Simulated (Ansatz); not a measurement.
A nudged elastic band was laid between two geometries of ClHS₂Si (5 atoms, charge 0, multiplicity 1).

Method: Ansatz 0.2.0, RKS PBE-D4/def2-SVP.

- movable images: 9
- climbing image: yes
- spring: 5.0 eV/Å²
- optimiser: quadratic models (default)
- start path: through a guess of the saddle point
- force threshold: 0.05 eV/Å
- iteration limit: 60
- end points: relaxed

Image 0:

```xyz
5
Properties=species:S:1:pos:R:3
Cl 1.360 -0.134 1.698
Si 0.014 0.257 0.188
S -1.250 -1.293 -0.500
S 0.407 -0.461 -1.762
H -0.532 1.630 0.376
```

Image 10:

```xyz
5
Properties=species:S:1:pos:R:3
Cl 1.766 -0.853 1.621
Si -0.088 0.146 1.289
S -1.021 -1.125 -0.368
S 0.149 0.429 -1.181
H -0.807 1.402 -1.362
```

Question: What changes between the two ends?

Answer: Bonds broken: Si2–H5. Bonds formed: S4–H5.

Question: What energy profile does the band end with?

Answer: The run converged. The highest image is number 5 of 0 to 10, 1.47 eV above the first end and 0.71 eV above the last; the last end lies 0.76 eV above the first. A vibrational analysis at the climbing image gives one clearly imaginary mode, 667i cm⁻¹: a first-order saddle point. The orbitals stay closed-shell, which can raise the energy where a bond breaks towards radicals; this wasn't checked here.

| image | path coordinate (Å) | energy (eV) | Si2–H5 (Å) | S4–H5 (Å) |
| --- | --- | --- | --- | --- |
| 0 | 0.00 | 0.00 | 1.49 | 3.13 |
| 1 | 0.27 | 0.10 | 1.48 | 2.90 |
| 2 | 0.54 | 0.43 | 1.48 | 2.62 |
| 3 | 0.81 | 0.92 | 1.49 | 2.35 |
| 4 | 1.07 | 1.32 | 1.52 | 2.09 |
| 5 | 1.34 | 1.47 | 1.61 | 1.82 |
| 6 | 1.65 | 1.33 | 1.86 | 1.50 |
| 7 | 1.97 | 1.17 | 2.18 | 1.40 |
| 8 | 2.28 | 0.99 | 2.47 | 1.38 |
| 9 | 2.59 | 0.83 | 2.75 | 1.37 |
| 10 | 2.90 | 0.76 | 3.02 | 1.38 |

Question: What is the geometry of the highest image?

Answer: 
```xyz
5
Properties=species:S:1:pos:R:3
Cl 1.502 -0.300 1.749
Si -0.274 0.232 0.791
S -1.060 -1.310 -0.523
S 0.117 0.051 -1.623
H -0.286 1.327 -0.394
```

Question: What are the harmonic wavenumbers there?

Answer: 667i, 122, 169, 272, 432, 520, 559, 760, 1682 cm⁻¹.

The band took 7 iterations and about 80 core-seconds.

Time of the run: 81 s on 1 thread of Intel(R) Xeon(R) 6975P-C (Granite Rapids), with other jobs on the host, peak memory 0.16 GiB.
